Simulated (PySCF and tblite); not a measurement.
Values are calculated unless marked as measured or tabulated.
Stationary points of C₂H₃F₃GeO₂ at PBE0-D3(BJ)/def2-SVP, in Å:

Structure A

```
 1 O    -0.238   -0.941   -0.518
 2 C     0.455   -0.011   -0.055
 3 O    -0.099    0.956    0.508
 4 Ge   -2.015    0.029    0.206
 5 C     1.981   -0.028   -0.208
 6 F     2.429   -1.259   -0.388
 7 F     2.561    0.486    0.866
 8 F     2.313    0.707   -1.266
 9 H    -2.094   -0.683    1.556
10 H    -2.565    1.467    0.230
11 H    -2.729   -0.724   -0.932
```

Structure B

```
 1 O     0.115   -1.557   -0.137
 2 C     0.486   -0.415   -0.099
 3 O    -0.276    0.638    0.068
 4 Ge   -2.086    0.291    0.258
 5 C     1.969   -0.020   -0.230
 6 F     2.705   -1.076   -0.526
 7 F     2.403    0.494    0.919
 8 F     2.127    0.892   -1.184
 9 H    -2.255   -0.553    1.522
10 H    -2.630    1.714    0.405
11 H    -2.554   -0.404   -1.022
```

The path came from a restrained scan, a climbing-image band and a saddle search at GFN2-xTB; energies are PBE0/pcSseg-1 + D3(BJ)//PBE0-D3(BJ)/def2-SVP, thermal terms GFN2-xTB.

**Question.** Which structure is a saddle point, and along which motion?

**Answer.** A: one imaginary mode (268i cm⁻¹ at GFN2-xTB, mostly on O1, O3, H10), along the shift of Ge4 from O3 to O1.

**Question.** Give their symmetry and energies above the lowest.

**Answer.** A Cs, 14.7 kcal/mol; B Cs, 0.0 kcal/mol.

Spin–orbit effects of heavy atoms on shieldings are missing.
